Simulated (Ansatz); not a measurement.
Ansatz (a program for electronic structure) input (HF/6-31G*):

Ansatz 0.2 input:
```yaml
crystal:
  periodic: [false, false, false]
  atoms:
    - {symbol: C, position_ang: [-0.04209446, -0.04179016, -0.57441727]}
    - {symbol: O, position_ang: [-0.06914429, -0.00044431, 0.58335775]}
    - {symbol: H, position_ang: [0.80572113, 0.25429547, -1.22035840]}
basis:
  gaussian:
    orbitals: 6-31G*
hamiltonian:
  xc: {name: HF}
magnetization: {spin_polarized: true, initial_magnetization: 1}
phonons: {temperatures: {t_min: 298.15, t_max: 298.15, t_step: 100}}
```

Output:

```
Functional definition: HF
integrals: 0.00 GiB planned
330 factors; integrals over basis functions are off by at most 4.3e-4 eV
mean field: 0.05 GiB planned
mean field evaluation 1: about -3080.0383 eV, gradient 1.9e1 eV
mean field evaluation 2: about -3080.0383 eV, gradient 1.9e1 eV
mean field evaluation 4: about -3081.5769 eV, gradient 2.0e0 eV
mean field evaluation 8: about -3081.6231 eV, gradient 1.7e-1 eV
mean field -3081.62580391 eV, -113.2476594926 hartree, gradient 1.0e-5 eV, S^2 0.762164; 0 other end points of the search recorded, 0 dependent functions left out
the calculation of the forces begins
reference -3081.62580391 eV, -113.2476594926 hartree; 8, 7 occupied and 24, 25 virtual orbitals, 330 factors
these checks for a lower state are left out or cut short: stability, starts, cluster_reference, orbital_swaps, neighbouring_geometries, increment
integrals: 0.00 GiB planned
330 factors; integrals over basis functions are off by at most 4.3e-4 eV
mean field: 0.05 GiB planned
mean field evaluation 16: about -3081.6255 eV, gradient 1.0e-4 eV
mean field -3081.62571709 eV, -113.2476563021 hartree, gradient 1.8e-6 eV, S^2 0.762157; 0 other end points of the search recorded, 0 dependent functions left out
the calculation of the forces begins
reference -3081.62571709 eV, -113.2476563021 hartree; 8, 7 occupied and 24, 25 virtual orbitals, 330 factors
these checks for a lower state are left out or cut short: stability, starts, cluster_reference, orbital_swaps, neighbouring_geometries, increment
integrals: 0.00 GiB planned
330 factors; integrals over basis functions are off by at most 4.3e-4 eV
mean field: 0.05 GiB planned
mean field -3081.62571727 eV, -113.2476563087 hartree, gradient 2.1e-6 eV, S^2 0.762172; 0 other end points of the search recorded, 0 dependent functions left out
the calculation of the forces begins
reference -3081.62571727 eV, -113.2476563087 hartree; 8, 7 occupied and 24, 25 virtual orbitals, 330 factors
these checks for a lower state are left out or cut short: stability, starts, cluster_reference, orbital_swaps, neighbouring_geometries, increment
integrals: 0.00 GiB planned
330 factors; integrals over basis functions are off by at most 4.3e-4 eV
mean field: 0.05 GiB planned
mean field evaluation 32: about -3081.6254 eV, gradient 2.3e-4 eV
mean field -3081.62561197 eV, -113.2476524390 hartree, gradient 2.0e-6 eV, S^2 0.762287; 0 other end points of the search recorded, 0 dependent functions left out
the calculation of the forces begins
reference -3081.62561197 eV, -113.2476524390 hartree; 8, 7 occupied and 24, 25 virtual orbitals, 330 factors
these checks for a lower state are left out or cut short: stability, starts, cluster_reference, orbital_swaps, neighbouring_geometries, increment
integrals: 0.00 GiB planned
330 factors; integrals over basis functions are off by at most 4.3e-4 eV
mean field: 0.05 GiB planned
mean field -3081.62560988 eV, -113.2476523623 hartree, gradient 2.0e-6 eV, S^2 0.762047; 0 other end points of the search recorded, 0 dependent functions left out
the calculation of the forces begins
reference -3081.62560988 eV, -113.2476523623 hartree; 8, 7 occupied and 24, 25 virtual orbitals, 330 factors
these checks for a lower state are left out or cut short: stability, starts, cluster_reference, orbital_swaps, neighbouring_geometries, increment
integrals: 0.00 GiB planned
330 factors; integrals over basis functions are off by at most 4.3e-4 eV
mean field: 0.05 GiB planned
mean field -3081.62579083 eV, -113.2476590119 hartree, gradient 1.8e-6 eV, S^2 0.762156; 0 other end points of the search recorded, 0 dependent functions left out
the calculation of the forces begins
reference -3081.62579083 eV, -113.2476590119 hartree; 8, 7 occupied and 24, 25 virtual orbitals, 330 factors
these checks for a lower state are left out or cut short: stability, starts, cluster_reference, orbital_swaps, neighbouring_geometries, increment
integrals: 0.00 GiB planned
330 factors; integrals over basis functions are off by at most 4.3e-4 eV
mean field: 0.05 GiB planned
mean field -3081.62579067 eV, -113.2476590062 hartree, gradient 1.8e-6 eV, S^2 0.762172; 0 other end points of the search recorded, 0 dependent functions left out
the calculation of the forces begins
reference -3081.62579067 eV, -113.2476590062 hartree; 8, 7 occupied and 24, 25 virtual orbitals, 330 factors
these checks for a lower state are left out or cut short: stability, starts, cluster_reference, orbital_swaps, neighbouring_geometries, increment
integrals: 0.00 GiB planned
330 factors; integrals over basis functions are off by at most 4.3e-4 eV
mean field: 0.05 GiB planned
mean field evaluation 64: about -3081.6254 eV, gradient 1.5e-4 eV
mean field -3081.62561960 eV, -113.2476527194 hartree, gradient 1.9e-6 eV, S^2 0.762033; 0 other end points of the search recorded, 0 dependent functions left out
the calculation of the forces begins
reference -3081.62561960 eV, -113.2476527194 hartree; 8, 7 occupied and 24, 25 virtual orbitals, 330 factors
these checks for a lower state are left out or cut short: stability, starts, cluster_reference, orbital_swaps, neighbouring_geometries, increment
integrals: 0.00 GiB planned
330 factors; integrals over basis functions are off by at most 4.3e-4 eV
mean field: 0.05 GiB planned
mean field -3081.62562145 eV, -113.2476527876 hartree, gradient 2.0e-6 eV, S^2 0.762301; 0 other end points of the search recorded, 0 dependent functions left out
the calculation of the forces begins
reference -3081.62562145 eV, -113.2476527876 hartree; 8, 7 occupied and 24, 25 virtual orbitals, 330 factors
these checks for a lower state are left out or cut short: stability, starts, cluster_reference, orbital_swaps, neighbouring_geometries, increment
integrals: 0.00 GiB planned
330 factors; integrals over basis functions are off by at most 4.3e-4 eV
mean field: 0.05 GiB planned
mean field -3081.62574135 eV, -113.2476571937 hartree, gradient 1.8e-6 eV, S^2 0.762180; 0 other end points of the search recorded, 0 dependent functions left out
the calculation of the forces begins
reference -3081.62574135 eV, -113.2476571937 hartree; 8, 7 occupied and 24, 25 virtual orbitals, 330 factors
these checks for a lower state are left out or cut short: stability, starts, cluster_reference, orbital_swaps, neighbouring_geometries, increment
integrals: 0.00 GiB planned
330 factors; integrals over basis functions are off by at most 4.3e-4 eV
mean field: 0.05 GiB planned
mean field -3081.62574135 eV, -113.2476571938 hartree, gradient 1.8e-6 eV, S^2 0.762148; 0 other end points of the search recorded, 0 dependent functions left out
the calculation of the forces begins
reference -3081.62574135 eV, -113.2476571938 hartree; 8, 7 occupied and 24, 25 virtual orbitals, 330 factors
these checks for a lower state are left out or cut short: stability, starts, cluster_reference, orbital_swaps, neighbouring_geometries, increment
integrals: 0.00 GiB planned
330 factors; integrals over basis functions are off by at most 4.3e-4 eV
mean field: 0.05 GiB planned
mean field evaluation 96: about -3081.6258 eV, gradient 4.2e-2 eV
mean field -3081.62578181 eV, -113.2476586805 hartree, gradient 1.9e-6 eV, S^2 0.762178; 0 other end points of the search recorded, 0 dependent functions left out
the calculation of the forces begins
reference -3081.62578181 eV, -113.2476586805 hartree; 8, 7 occupied and 24, 25 virtual orbitals, 330 factors
these checks for a lower state are left out or cut short: stability, starts, cluster_reference, orbital_swaps, neighbouring_geometries, increment
integrals: 0.00 GiB planned
330 factors; integrals over basis functions are off by at most 4.3e-4 eV
mean field: 0.05 GiB planned
mean field -3081.62578221 eV, -113.2476586954 hartree, gradient 2.3e-6 eV, S^2 0.762149; 0 other end points of the search recorded, 0 dependent functions left out
the calculation of the forces begins
reference -3081.62578221 eV, -113.2476586954 hartree; 8, 7 occupied and 24, 25 virtual orbitals, 330 factors
Total energy: -3081.62580391 eV, -113.2476594926 hartree
Atom 0 at    -0.042094    -0.041790    -0.574417 Å, force     0.000066     0.000008    -0.000375 eV/Å
Atom 1 at    -0.069144    -0.000444     0.583358 Å, force     0.000022     0.000020     0.000270 eV/Å
Atom 2 at     0.805721     0.254295    -1.220358 Å, force    -0.000087    -0.000029     0.000105 eV/Å
Dipole moment:     0.172901     0.048635    -0.394747 e Å
Vibrations: 1251.14 2143.05 2917.51 cm⁻¹, zero-point energy 0.391276 eV
```

The blocks after the first are displaced geometries, from whose forces the wavenumbers follow.
